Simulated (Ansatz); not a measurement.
`NB(Cl)OC=S` + `CC#CCF` → `NB(Cl)CF` + `CC#COC=S`  (formal exchange of groups at a B–O bond)

Calculated with Ansatz (gas phase, PBE0-D4/def2-TZVP geometries, no zero-point term in ΔE). CCSD(T)/CBS is the MP2 limit (def2-TZVPP, def2-QZVPP) plus CCSD(T) − MP2 in def2-TZVPP, frozen cores. Functionals use def2-TZVPP. B3LYP here is the variant with VWN-RPA as its local correlation; programs differ in this. Each species was taken in one conformer, which may not be the lowest.

(1) Is it downhill or uphill in electronic energy at CCSD(T)/CBS, and by how much? (Estimate.)

(2) What do these levels give: PBE-D4, r2SCAN-D4, B3LYP-D4, PBE, PBE0, MP2/def2-TZVPP, SCS-MP2/def2-TZVPP, CCSD(T)/def2-TZVPP, HF/def2-QZVPP, SCS-MP2/def2-QZVPP, HF/CBS(def2), CCSD/CBS(def2)? (An estimate is asked.)

Largest T1 diagnostic among the species: 0.016.

## Answers

(1) The calculation gave: Uphill: ΔE = +200.8 kJ/mol.

(2) The calculation gave: PBE-D4 182.7, r2SCAN-D4 194.7, B3LYP-D4 194.1, PBE 182.1, PBE0 190.4, MP2/def2-TZVPP 204.5, SCS-MP2/def2-TZVPP 202.7, CCSD(T)/def2-TZVPP 199.9, HF/def2-QZVPP 211.5, SCS-MP2/def2-QZVPP 203.6, HF/CBS(def2) 211.6, CCSD/CBS(def2) 202.6 kJ/mol.

In def2-TZVPP, CCSD(T) changes the Hartree–Fock value by −11.1 kJ/mol (the triples alone add −1.8 kJ/mol) and MP2 by −6.5 kJ/mol. From PBE to PBE0 (25 % exact exchange), in def2-TZVPP and without D4, ΔE moves by +8.3 kJ/mol.
